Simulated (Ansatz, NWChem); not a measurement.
## From NWChem to Ansatz

This NWChem 7.3.0 job computes CH6AlNSi (SMILES [AlH2]/[N]=C\[SiH3]):

job.nw:
```
start job
title "CH6AlNSi"
memory 2200 mb

geometry units angstrom noautosym nocenter noautoz
  Al    -0.801100     2.183500    -0.771800
  N     -0.589900     0.458600    -0.561600
  C     -0.390900    -0.758900    -0.367900
  Si     0.911600    -1.414700     0.854900
  H      0.069200     2.879500    -1.890800
  H     -1.855500     2.894700     0.164500
  H     -0.988000    -1.509200    -0.921900
  H      0.242900    -2.252900     1.887000
  H      1.886500    -2.271500     0.126600
  H      1.598200    -0.260400     1.483900
end

basis spherical bse
  * library STO-3G
end

scf
  singlet
  rhf
  thresh 1e-08
  maxiter 80
  print low
end

task scf gradient
```

```bash
$ nwchem job.nw > job.out
```

The coordinates come from a PBE0-D4/def2-TZVP relaxation.

The shape isn't stationary at this level (largest force 2.4 eV/Å).

It gives a total energy of -619.225763 Eh.

**Question.** Translate the job to Ansatz 0.2.0 as an input file of the program's own.

**Answer.** One way, which was run:

run.yaml:
```yaml
basis:
  gaussian: {orbitals: STO-3G}
crystal:
  periodic: [false, false, false]
  atoms:
    - {symbol: Al, position_ang: [-0.801100, 2.183500, -0.771800]}
    - {symbol: N, position_ang: [-0.589900, 0.458600, -0.561600]}
    - {symbol: C, position_ang: [-0.390900, -0.758900, -0.367900]}
    - {symbol: Si, position_ang: [0.911600, -1.414700, 0.854900]}
    - {symbol: H, position_ang: [0.069200, 2.879500, -1.890800]}
    - {symbol: H, position_ang: [-1.855500, 2.894700, 0.164500]}
    - {symbol: H, position_ang: [-0.988000, -1.509200, -0.921900]}
    - {symbol: H, position_ang: [0.242900, -2.252900, 1.887000]}
    - {symbol: H, position_ang: [1.886500, -2.271500, 0.126600]}
    - {symbol: H, position_ang: [1.598200, -0.260400, 1.483900]}
hamiltonian: {xc: hf}
output: {forces: true, orbitals: {seedname: orbitals}}
accuracy: high
```

```bash
$ ansatz run run.yaml --threads 1 --pin off --max-ram 2610MiB --events-out events.jsonl --progress --plain --runs-dir runs
```

Its energy is -619.225763 Eh, the same as the first but for the last digit, at most.
